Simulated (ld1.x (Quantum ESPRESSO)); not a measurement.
**Er (Z = 68) TM semilocal: all-electron and pseudo phase curves**

| Item | Value |
| --- | --- |
| Element | erbium (Er) |
| Generator | ld1.x (Quantum ESPRESSO) 7.5 |
| Type | norm-conserving Troullier–Martins (semilocal form) |
| Functional | revPBE |
| Relativity | scalar-relativistic |
| Frozen core | [Kr] 4d10 |
| Valence charge | 22 |
| Reference configuration | 4f12 5s2 5p6 5d0 6s0 6p0 (charge +2) |
| Partial waves | 5s (bound): rc 1.80 bohr; 5p (bound): rc 2.00 bohr; 4f (bound): rc 1.00 bohr; 5d (bound, empty): rc 2.20 bohr |
| Local potential | the d channel |
| Core correction | a·sin(br)/r model core inside 0.70 bohr |

The phase is arctan(r·u′/u) with u = r·R(r), unwrapped; energies in Ry, scanned from -7 to 5 Ry. A pole is an energy at which the radial function vanishes at the test radius. The pseudo phase is shifted by a multiple of π to meet the all-electron one at the reference energy, and phase errors are pseudo minus all-electron; the curves can meet again beyond the range given. Levels narrower than the energy grid can be missing from the lists of poles.

```tsv
channel	radius (bohr)	reference energy (Ry)	poles, all-electron	poles, pseudo	unbroken range about the reference energy with phases within 0.05 rad	phase error 1 Ry above the reference energy (rad)
s	2.40	-4.87	-4.69, 4.09	-4.69, 2.32	below -1.8	-0.004
p	2.40	-2.99	-2.54	-2.54, 4.81	below -0.1	-0.004
d	2.40	-0.99	0.53	0.52	below 3.3	-0.001
f	2.40	-1.28	-1.21, 4.35	-1.21, 4.50	below 1.3	+0.002
```

Phases in the s channel:

```json
{"E (Ry)": "-7.00", "all-electron": "1.362", "pseudo": "1.361"}
{"E (Ry)": "-6.74", "all-electron": "1.352", "pseudo": "1.351"}
{"E (Ry)": "-6.48", "all-electron": "1.340", "pseudo": "1.339"}
{"E (Ry)": "-6.22", "all-electron": "1.324", "pseudo": "1.323"}
{"E (Ry)": "-5.96", "all-electron": "1.302", "pseudo": "1.300"}
{"E (Ry)": "-5.70", "all-electron": "1.266", "pseudo": "1.264"}
{"E (Ry)": "-5.44", "all-electron": "1.192", "pseudo": "1.189"}
{"E (Ry)": "-5.18", "all-electron": "0.915", "pseudo": "0.909"}
{"E (Ry)": "-4.92", "all-electron": "-1.158", "pseudo": "-1.159"}
{"E (Ry)": "-4.66", "all-electron": "-1.588", "pseudo": "-1.589"}
{"E (Ry)": "-4.40", "all-electron": "-1.681", "pseudo": "-1.682"}
{"E (Ry)": "-4.14", "all-electron": "-1.725", "pseudo": "-1.728"}
{"E (Ry)": "-3.88", "all-electron": "-1.755", "pseudo": "-1.759"}
{"E (Ry)": "-3.62", "all-electron": "-1.780", "pseudo": "-1.785"}
{"E (Ry)": "-3.36", "all-electron": "-1.802", "pseudo": "-1.809"}
{"E (Ry)": "-3.10", "all-electron": "-1.824", "pseudo": "-1.833"}
{"E (Ry)": "-2.84", "all-electron": "-1.848", "pseudo": "-1.860"}
{"E (Ry)": "-2.58", "all-electron": "-1.874", "pseudo": "-1.890"}
{"E (Ry)": "-2.32", "all-electron": "-1.905", "pseudo": "-1.927"}
{"E (Ry)": "-2.06", "all-electron": "-1.941", "pseudo": "-1.973"}
{"E (Ry)": "-1.80", "all-electron": "-1.986", "pseudo": "-2.034"}
{"E (Ry)": "-1.54", "all-electron": "-2.044", "pseudo": "-2.118"}
{"E (Ry)": "-1.28", "all-electron": "-2.121", "pseudo": "-2.243"}
{"E (Ry)": "-1.02", "all-electron": "-2.230", "pseudo": "-2.442"}
{"E (Ry)": "-0.76", "all-electron": "-2.390", "pseudo": "-2.771"}
{"E (Ry)": "-0.50", "all-electron": "-2.634", "pseudo": "-3.256"}
{"E (Ry)": "-0.24", "all-electron": "-2.993", "pseudo": "-3.743"}
{"E (Ry)": "0.02", "all-electron": "-3.423", "pseudo": "-4.074"}
{"E (Ry)": "0.28", "all-electron": "-3.796", "pseudo": "-4.274"}
{"E (Ry)": "0.54", "all-electron": "-4.055", "pseudo": "-4.400"}
{"E (Ry)": "0.80", "all-electron": "-4.225", "pseudo": "-4.486"}
{"E (Ry)": "1.06", "all-electron": "-4.339", "pseudo": "-4.548"}
{"E (Ry)": "1.32", "all-electron": "-4.420", "pseudo": "-4.595"}
{"E (Ry)": "1.58", "all-electron": "-4.480", "pseudo": "-4.633"}
{"E (Ry)": "1.84", "all-electron": "-4.526", "pseudo": "-4.664"}
{"E (Ry)": "2.10", "all-electron": "-4.562", "pseudo": "-4.692"}
{"E (Ry)": "2.36", "all-electron": "-4.592", "pseudo": "-4.716"}
{"E (Ry)": "2.62", "all-electron": "-4.617", "pseudo": "-4.739"}
{"E (Ry)": "2.88", "all-electron": "-4.639", "pseudo": "-4.761"}
{"E (Ry)": "3.14", "all-electron": "-4.658", "pseudo": "-4.783"}
{"E (Ry)": "3.40", "all-electron": "-4.674", "pseudo": "-4.806"}
{"E (Ry)": "3.66", "all-electron": "-4.690", "pseudo": "-4.830"}
{"E (Ry)": "3.92", "all-electron": "-4.704", "pseudo": "-4.857"}
{"E (Ry)": "4.18", "all-electron": "-4.717", "pseudo": "-4.889"}
{"E (Ry)": "4.44", "all-electron": "-4.729", "pseudo": "-4.927"}
{"E (Ry)": "4.70", "all-electron": "-4.741", "pseudo": "-4.976"}
{"E (Ry)": "4.96", "all-electron": "-4.753", "pseudo": "-5.043"}
```
